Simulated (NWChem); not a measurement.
System: Si₂H₃, doublet; SMILES [SiH]=[SiH2]

Here is an NWChem input.

```
start job
memory heap 200 mb stack 900 mb global 1100 mb
geometry units angstroms
  Si    -0.046688    -1.294586     0.161300
  Si    -0.160341     0.970970    -0.075810
  H      1.452808    -1.230165    -0.145573
  H      0.954319     1.955830     0.117537
  H     -1.447607     1.736247    -0.070321
end
basis spherical
  * library def2-svp
end
dft
  odft
  mult 2
  xc xcamb88 1.00 lyp 0.81 vwn_5 0.19 hfexch 1.00
  cam 0.33 cam_alpha 0.19 cam_beta 0.46
  iterations 150
end
driver
  maxiter 120
end
task dft optimize
task dft freq
```

No stability test was run on the SCF state.

The level has its own optimisation; frequencies are unscaled. Brackets give each atom's bonded neighbours.

Task: Give the results of this calculation. (CAM-B3LYP/def2-SVP, spin-unrestricted.) Quantities: r Si–Si (Å); r H–Si [H(Si)–Si(HSi)] (Å); r H–Si [H(Si)–Si(HHSi)] (Å); highest harmonic frequency (cm⁻¹); lowest (cm⁻¹); zero-point energy (kcal/mol).

Result: 
```
Property                           Result
---------------------------------  ------
r Si–Si (Å)                         2.284
r H–Si [H(Si)–Si(HSi)] (Å)          1.527
r H–Si [H(Si)–Si(HHSi)] (Å)         1.492
highest harmonic frequency (cm⁻¹)    2246
lowest (cm⁻¹)                         356
zero-point energy (kcal/mol)         14.2
```
